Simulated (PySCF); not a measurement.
Can point charges reproduce the dipole moment of fluorobenzene (`FC1=CC=CC=C1`)?

Coordinates (GFN2-xTB, Å) and charges (e) from the PBE0/pcSseg-1 density (PySCF):

| atom | x | y | z | Mulliken | IAO | Hirshfeld | ESP-fitted |
| --- | --- | --- | --- | --- | --- | --- | --- |
| F1 | -2.255 | -1.465 | 0.012 | -0.2868 | -0.2726 | -0.0891 | -0.2175 |
| C2 | -1.123 | -0.729 | 0.004 | +0.3097 | +0.2954 | +0.0887 | +0.4110 |
| C3 | 0.098 | -1.380 | -0.019 | -0.1458 | -0.1939 | -0.0665 | -0.3163 |
| C4 | 1.253 | -0.618 | -0.026 | -0.0771 | -0.1408 | -0.0421 | -0.0648 |
| C5 | 1.178 | 0.765 | -0.009 | -0.0853 | -0.1653 | -0.0552 | -0.2341 |
| C6 | -0.055 | 1.396 | 0.014 | -0.0771 | -0.1408 | -0.0421 | -0.0661 |
| C7 | -1.221 | 0.650 | 0.021 | -0.1458 | -0.1938 | -0.0665 | -0.3238 |
| H8 | 0.131 | -2.458 | -0.030 | +0.1091 | +0.1692 | +0.0563 | +0.1842 |
| H9 | 2.215 | -1.108 | -0.045 | +0.0981 | +0.1589 | +0.0548 | +0.1405 |
| H10 | 2.083 | 1.353 | -0.014 | +0.0937 | +0.1556 | +0.0510 | +0.1574 |
| H11 | -0.111 | 2.474 | 0.027 | +0.0982 | +0.1589 | +0.0548 | +0.1422 |
| H12 | -2.192 | 1.118 | 0.040 | +0.1091 | +0.1692 | +0.0563 | +0.1873 |

Task: What dipole does each set of charges give (1 e·Å = 4.803 D), and what does the density give?

Result: The full density gives (1.31, 0.85, -0.01) D, 1.56 D in size; dipole vectors point from the negative to the positive end.

```tsv
scheme	μx	μy	μz	size (D)	share of the full size (%)	angle to the full dipole (°)
Mulliken	2.15	1.39	-0.01	2.56	164	0
IAO	2.15	1.40	-0.01	2.56	164	0
Hirshfeld	0.80	0.52	0.00	0.95	61	0
ESP-fitted	1.33	0.86	-0.01	1.58	101	0
```

Task: Which set comes closest?

Result: Length of the difference vector: ESP-fitted 0.02 D, Hirshfeld 0.61 D, Mulliken 1.00 D, IAO 1.00 D. Closest: ESP-fitted. 

Task: What is left for the Hirshfeld atoms' own dipoles?

Result: The Hirshfeld atoms' densities add up to the full density, so μ = Σ q r + Σ (atomic dipoles). The atomic dipoles sum to (1.31, 0.85, -0.01) − (0.80, 0.52, 0.00) = (0.51, 0.33, -0.01) D, 0.61 D in size.

Task: With the origin at the mean of the coordinates, (0.000, 0.000, -0.002) Å, which are the largest single terms, by size, of the ESP-fitted dipole along the direction of the full one?

Result: F1 +2.81, C2 -2.64, H10 +1.88, C5 -1.58, H12 -1.11 D; all 12 atoms together +1.58 D. The single terms depend on the origin, their sum doesn't.

Task: Give the size of the full dipole in other units.

Result: 1.56 D = 0.614 au = 0.325 e·Å = 5.21 × 10⁻³⁰ C·m.

Isolated species at its GFN2-xTB geometry, gas phase.

The run behind these numbers computed NMR shieldings as well. Hardware: an x86-64 server with one thread, shared host. Cost: 12 s wall.
